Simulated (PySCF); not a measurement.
Compound: C₂H₆OSSi.
Atom-mapped SMILES: `[CH2:1]1[CH2:2][S:3][SiH2:4][O:5]1`

Geometry (GFN2-xTB, Å), atoms numbered from 1 in this order:
```
atom  x, y, z in Å
C1    -0.613    0.771   -0.529
C2    -1.196   -0.378    0.280
S3     0.028   -1.732    0.325
Si4    1.634   -0.309    0.215
O5     0.727    0.982   -0.179
H6    -0.673    0.545   -1.599
H7    -1.161    1.697   -0.331
H8    -2.110   -0.763   -0.164
H9    -1.385   -0.073    1.309
H10    2.521   -0.707   -0.861
H11    2.233   -0.030    1.506
```

Probes without a nucleus sit at each ring's centroid and 1 Å off its mean plane on both sides; NICS is minus the shielding there, NICSzz its component along the normal. Level: GIAO PBE0/pcSseg-1 (PySCF, non-relativistic, gas phase) on the GFN2-xTB geometry, one conformer.

Ring bond lengths (Å), with Mayer bond orders in brackets: C1–C2 1.521 (1.01), C2–S3 1.826 (0.99), S3–Si4 2.148 (0.95), Si4–O5 1.627 (0.99), O5–C1 1.401 (0.89).

Problem. Give the NICS values of each ring in ppm.

Solution. 
```csv
ring,type,NICS(0),"NICS(1), two faces","NICS(1)zz, two faces",rms pucker (Å),"centre to ring atoms, mean (Å)"
C1–C2–S3–Si4–O5,"5-membered ring with O, S and Si; formal bonds all single",-8.8,-4.2 / -4.0,-5.7 / -5.1,0.17,1.42
```

Problem. What do they say, and how far can they be read as aromaticity?

Solution. 
- C1–C2–S3–Si4–O5: mean NICS(1)zz -5.4 ppm, shielded. C1, C2, Si4 have four or more neighbours, so the value isn't read as a sign of a π ring current.

Problem. At the first NICS(1) probe listed for ring C1–C2–S3–Si4–O5, 1 Å off the ring, what do the in-plane components average?

Solution. The isotropic value is a third of the trace: (3 × -4.2 − (-5.7))/2 = -3.5 ppm.

Problem. How shielded are the nuclei of the rings and their hydrogens (means over atoms taken as equivalent)?

Solution. 
```csv
atoms,environment,σ isotropic (ppm),"principal values of the symmetric part, first atom (ppm)"
C1,sp3 carbon bound to oxygen,116.2,"79.3, 115.4, 153.7"
C2,sp3 carbon bound to sulfur,150.1,"119.0, 163.5, 168.0"
S3,sulfur bonded to C and Si,675.6,"528.5, 609.9, 888.4"
Si4,oxygen-bound silicon,345.1,"301.6, 334.9, 398.9"
O5,silyl ether oxygen,297.3,"235.8, 273.5, 382.7"
H6 (×2),methylene hydrogen,27.61,"22.5, 26.4, 35.2"
H8 (×2),methylene hydrogen,28.82,"23.3, 26.7, 36.9"
H10 (×2),Si–H hydrogen,26.23,"22.6, 23.1, 32.8"
```
